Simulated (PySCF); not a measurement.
Species: Sn(OMe)H3, CH6OSn.
Bonds: Sn1–O2, O2–C3. Hydrogens: H7, H8, H9 on Sn1; H4, H5, H6 on C3.

Method: PySCF 2.14.0, PBE0-D3(BJ)/def2-SVP geometry optimisation, gas phase, def2 core potentials past Kr.

List the bond lengths and angles at this level.

```csv
bond,length (bohr)
Sn1–O2,3.764
"Sn1–H7, Sn1–H9",3.243
Sn1–H8,3.220
O2–C3,2.633
"C3–H4, C3–H5, C3–H6",2.093
```

Bonds in one row agree within 0.02 bohr and their mean is given. A selection of angles:
```csv
angle,degrees
O2–Sn1–H7,107.8
O2–Sn1–H8,103.3
H7–Sn1–H8,113.2
H7–Sn1–H9,111.0
Sn1–O2–C3,120.5
O2–C3–H4,113.4
O2–C3–H5,108.8
H4–C3–H5,106.9
```

Sn1 (tin bonded to O and 3 H) is distorted tetrahedral (angles from 103.3° to 113.2°).

Point group: Cs (tolerance 0.08 Å). Not checked by PBE0-D3(BJ)/def2-SVP frequencies.
